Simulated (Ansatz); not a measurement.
Start from `F[SiH2][BH][SnH3]` and change one atom or group to get `O=CB[SiH2]F`.

Ansatz, PBE0-D4/def2-TZVP geometries, multiplicity 1. Each molecule was computed in one conformer, which needn't be the lowest.

Elements past krypton have def2 core potentials.

| property | `F[SiH2][BH][SnH3]` |
| --- | --- |
| HOMO energy (PBE0/def2-TZVPP) / eV | -7.83 |
| ideal-gas entropy at 298 K and 1 bar (rigid rotor, harmonic PBE0-D4/def2-TZVP) / J/(mol·K) | 387 |
| HOMO–LUMO gap (ωB97M-V/def2-TZVPP) / eV | 8.74 |
| HOMO–LUMO gap (B3LYP/def2-TZVPP) / eV | 4.35 |
| size of the dipole moment (B3LYP/def2-TZVPP) / D | 1.67 |
| LUMO energy (ωB97M-V/def2-TZVPP) / eV | -1.16 |

**Question.** What does the change do to each property? (Estimate.)

**Answer.** Computed: 
```json
{"property": "HOMO energy (PBE0/def2-TZVPP) / eV", "`O=CB[SiH2]F`": "-8.16", "shift": "-0.33"}
{"property": "ideal-gas entropy at 298 K and 1 bar (rigid rotor, harmonic PBE0-D4/def2-TZVP) / J/(mol·K)", "`O=CB[SiH2]F`": "346", "shift": "-41"}
{"property": "HOMO–LUMO gap (ωB97M-V/def2-TZVPP) / eV", "`O=CB[SiH2]F`": "10.79", "shift": "2.05"}
{"property": "HOMO–LUMO gap (B3LYP/def2-TZVPP) / eV", "`O=CB[SiH2]F`": "5.79", "shift": "1.44"}
{"property": "size of the dipole moment (B3LYP/def2-TZVPP) / D", "`O=CB[SiH2]F`": "2.22", "shift": "0.55"}
{"property": "LUMO energy (ωB97M-V/def2-TZVPP) / eV", "`O=CB[SiH2]F`": "0.37", "shift": "1.53"}
```

With PBE0 the HOMO falls by 0.33 eV and the LUMO rises by 1.22 eV, so the gap widens by about 1.55 eV. PBE moves the HOMO by -0.11 eV and ωB97M-V by -0.51 eV. The zero-point energy changes by -2.4 kJ/mol with -3 modes. Dipoles are sizes alone; their direction can turn. Modes under 60 cm⁻¹, often nearly free rotors, make the harmonic entropy too high.

B3LYP here is the variant with VWN-RPA as its local correlation; programs differ in this.
